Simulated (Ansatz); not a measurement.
`Cl[Si](Cl)(Cl)Br` and `[Cl][Sn]([Cl])([Cl])[Br]` differ in one element.

Ansatz, PBE0-D4/def2-TZVP geometries, multiplicity 1. 

Elements past krypton have def2 core potentials. Scalar relativity is left out up to krypton.

```json
{"property": "LUMO energy (PBE/def2-TZVPP) / eV", "`Cl[Si](Cl)(Cl)Br`": "-1.88"}
{"property": "LUMO energy (PBE0/def2-TZVPP) / eV", "`Cl[Si](Cl)(Cl)Br`": "-0.92"}
{"property": "size of the dipole moment (B3LYP/def2-TZVPP) / D", "`Cl[Si](Cl)(Cl)Br`": "0.09"}
{"property": "size of the dipole moment (ωB97M-V/def2-TZVPP) / D", "`Cl[Si](Cl)(Cl)Br`": "0.06"}
{"property": "HOMO–LUMO gap (B3LYP/def2-TZVPP) / eV", "`Cl[Si](Cl)(Cl)Br`": "7.59"}
{"property": "HOMO energy (ωB97M-V/def2-TZVPP) / eV", "`Cl[Si](Cl)(Cl)Br`": "-11.26"}
```

Q: Give the same properties after the change, and the shifts. (Estimate.)

A: Ansatz gave: 
```csv
property,`[Cl][Sn]([Cl])([Cl])[Br]`,shift
LUMO energy (PBE/def2-TZVPP) / eV,-4.11,-2.23
LUMO energy (PBE0/def2-TZVPP) / eV,-3.26,-2.34
size of the dipole moment (B3LYP/def2-TZVPP) / D,0.50,0.41
size of the dipole moment (ωB97M-V/def2-TZVPP) / D,0.47,0.41
HOMO–LUMO gap (B3LYP/def2-TZVPP) / eV,5.47,-2.12
HOMO energy (ωB97M-V/def2-TZVPP) / eV,-11.53,-0.27
```

With PBE0 the HOMO falls by 0.24 eV and the LUMO falls by 2.34 eV, so the gap narrows by about 2.10 eV. PBE moves the HOMO by -0.24 eV and ωB97M-V by -0.27 eV. Dipoles are sizes alone; their direction can turn.

B3LYP here is the variant with VWN-RPA as its local correlation; programs differ in this.

Spin–orbit coupling is left out; it splits and shifts lone-pair levels of the heavy atoms by tenths of an eV.
